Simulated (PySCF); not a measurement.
**Mayer bond orders and bond lengths**

Species: C4H14Si3.
SMILES with atom numbers: `[SiH3:1][C:2]([SiH3:3])([SiH3:4])[CH:5]1[CH2:6][CH2:7]1` (hydrogens: H8, H9, H10 on Si1; H11, H12, H13 on Si3; H14, H15, H16 on Si4; H17 on C5; H18, H19 on C6; H20, H21 on C7)

Geometry (GFN2-xTB, Å), atoms numbered from 1 in this order:
```
atom  x, y, z in Å
Si1    0.9721   -0.7882   -1.7938
C2     0.4784    0.0033   -0.1235
Si3    1.6224    1.4842    0.2719
Si4    0.6798   -1.2989    1.2573
C5    -0.9249    0.5545   -0.2940
C6    -2.1596   -0.2929   -0.2151
C7    -1.8884    0.7399    0.8387
H8     2.3495   -1.2803   -1.7511
H9     0.8538    0.2091   -2.8632
H10    0.0674   -1.9001   -2.0999
H11    1.5268    2.4800   -0.8014
H12    1.1961    2.1200    1.5219
H13    3.0124    1.0455    0.3973
H14    2.0633   -1.7778    1.2334
H15   -0.1976   -2.4596    1.0724
H16    0.4251   -0.7408    2.5900
H17   -0.9679    1.3349   -1.0510
H18   -2.0575   -1.3314    0.0566
H19   -2.9558   -0.1096   -0.9223
H20   -2.5013    1.6295    0.8558
H21   -1.6029    0.3954    1.8197
```

Bond orders from the PBE0/pcSseg-1 density (PySCF). Geometry: GFN2-xTB; no solvent, vibrations or thermal averaging.

Q: Where do the orders between heavy atoms depart from those drawn in the SMILES?

A: The largest departure is 0.137, at Si1–C2 (drawn single, 0.863) and C2–Si3 (drawn single, 0.863). Drawn single, order below 0.88: Si1–C2 (0.863), C2–Si3 (0.863) and C2–Si4 (0.870).

Q: Set the Mayer orders of the bonds beside their lengths.

A: 
```json
{"bond": "Si1–C2", "drawn as": "single", "length (Å)": "1.913", "Mayer order": "0.863"}
{"bond": "C2–Si3", "drawn as": "single", "length (Å)": "1.913", "Mayer order": "0.863"}
{"bond": "C2–Si4", "drawn as": "single", "length (Å)": "1.909", "Mayer order": "0.870"}
{"bond": "C2–C5", "drawn as": "single", "length (Å)": "1.517", "Mayer order": "0.930"}
{"bond": "C5–C6", "drawn as": "single", "length (Å)": "1.500", "Mayer order": "0.962"}
{"bond": "C6–C7", "drawn as": "single", "length (Å)": "1.500", "Mayer order": "0.975"}
{"bond": "C7–C5", "drawn as": "single", "length (Å)": "1.499", "Mayer order": "0.969"}
{"bond": "Si1–H8", "drawn as": "single", "length (Å)": "1.463", "Mayer order": "0.948"}
{"bond": "Si1–H9", "drawn as": "single", "length (Å)": "1.467", "Mayer order": "0.947"}
{"bond": "Si1–H10", "drawn as": "single", "length (Å)": "1.466", "Mayer order": "0.949"}
{"bond": "Si3–H11", "drawn as": "single", "length (Å)": "1.467", "Mayer order": "0.947"}
{"bond": "Si3–H12", "drawn as": "single", "length (Å)": "1.466", "Mayer order": "0.951"}
{"bond": "Si3–H13", "drawn as": "single", "length (Å)": "1.463", "Mayer order": "0.948"}
{"bond": "Si4–H14", "drawn as": "single", "length (Å)": "1.464", "Mayer order": "0.956"}
{"bond": "Si4–H15", "drawn as": "single", "length (Å)": "1.467", "Mayer order": "0.948"}
{"bond": "Si4–H16", "drawn as": "single", "length (Å)": "1.467", "Mayer order": "0.946"}
{"bond": "C5–H17", "drawn as": "single", "length (Å)": "1.088", "Mayer order": "0.943"}
{"bond": "C6–H18", "drawn as": "single", "length (Å)": "1.078", "Mayer order": "0.949"}
{"bond": "C6–H19", "drawn as": "single", "length (Å)": "1.081", "Mayer order": "0.957"}
{"bond": "C7–H20", "drawn as": "single", "length (Å)": "1.080", "Mayer order": "0.956"}
{"bond": "C7–H21", "drawn as": "single", "length (Å)": "1.078", "Mayer order": "0.946"}
```

By pair of heavy elements: C–Si: all 3 within 0.02 of one another (0.863 to 0.870). C–C: lowest C2–C5 (0.930, 1.517 Å), highest C6–C7 (0.975, 1.500 Å).

Q: Sum the orders of all bonds at each heavy atom with more than one neighbour and set the sums beside the valence in the SMILES.

A: Si1 3.707 (drawn 4), C2 3.526 (drawn 4), Si3 3.709 (drawn 4), Si4 3.720 (drawn 4), C5 3.804 (drawn 4), C6 3.843 (drawn 4), C7 3.846 (drawn 4). Orders between atoms that aren't bonded are not in these sums.

For a closed shell the Mayer order of atoms A and B is Σ (PS)μν (PS)νμ over the basis functions μ on A and ν on B, with P the density and S the overlap matrix.
